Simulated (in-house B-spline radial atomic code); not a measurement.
Solving the quasi-particle equation for 5s up of neutral molybdenum

Configuration [Kr] 4d5 5s1, highest spin, start Hartree-Fock; correlation leaves out the 8 deepest shells, empty levels kept to 250 hartree. Computed with an all-electron radial atomic-structure program (B-spline basis): all electrons, scalar-relativistic (spin-free one-electron X2C), finite nucleus, each spin shell either full or empty, empty states to l = 9 with an (l + 1/2)⁻⁴ tail; G0W0 by contour deformation at full frequency.

RPA overbinds a lone outer s electron by self-correlation, and G0W0 tends to as well.

At the mean-field level ε = -6.484 eV the matrix elements are Σx = -9.784 eV, v_xc = -9.784 eV and Σc(ε) = -0.843 eV, and the slope of the correlation self-energy is dΣc/dω = -0.0457. The quasi-particle energy solves E = ε + Σx − v_xc + Σc(E).

(1) What does the linearised equation give?

(2) How does that compare with the full solution and with static screening?

## Answers

(1) Z = 1/(1 − dΣc/dω) = 1/1.0457 = 0.9563. The first-order shift is Σx − v_xc + Σc(ε) = -9.784 − (-9.784) + (-0.843) = -0.843 eV, so E ≈ ε + Z × shift = -6.484 + 0.9563 × (-0.843) = -7.290 eV.

(2) Solving the equation at full frequency dependence gives E = -7.290 eV, where Σc = -0.805 eV and the weight is 0.955; the linearised value is off by 1 meV. Leaving Z out would give -7.327 eV. Static COHSEX puts -1.645 eV in place of Σc and gives -8.129 eV, 0.84 eV deeper. The tabulated removal energy is 7.092 eV (NIST, measured); the run leaves out spin-orbit coupling, Breit and QED terms.
